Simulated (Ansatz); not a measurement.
CH₆FGeN (`[NH2][GeH2][CH2]F`) at its PBE0-D4/def2-TZVP geometry, where that method's forces vanish. The species carries charge 0 and has multiplicity 1.

```xyz
10

N     0.6695    0.9076   -1.4346
Ge   -0.3309   -0.4028   -0.6228
C    -0.2804   -0.3197    1.3562
F     1.0372   -0.4148    1.7903
H     1.6529    0.8662   -1.2033
H     0.3415    1.8480   -1.2622
H     0.2415   -1.7543   -1.0763
H    -1.7915   -0.2201   -1.0742
H    -0.6898    0.6280    1.7197
H    -0.8501   -1.1381    1.8072
```

Q: What forces (eV/Å) does ωB97M-V/def2-TZVPP give on these atoms in Ansatz? (Best estimate.)

A: Ansatz gave: 
```
N1   0.028  0.040  0.036
Ge2 -0.085 -0.133  0.005
C3  -0.355  0.037 -0.105
F4   0.269 -0.020  0.066
H5  -0.030  0.021 -0.014
H6   0.029 -0.025 -0.013
H7  -0.041  0.100  0.043
H8   0.108 -0.012  0.041
H9   0.031 -0.091 -0.023
H10  0.046  0.084 -0.037
```
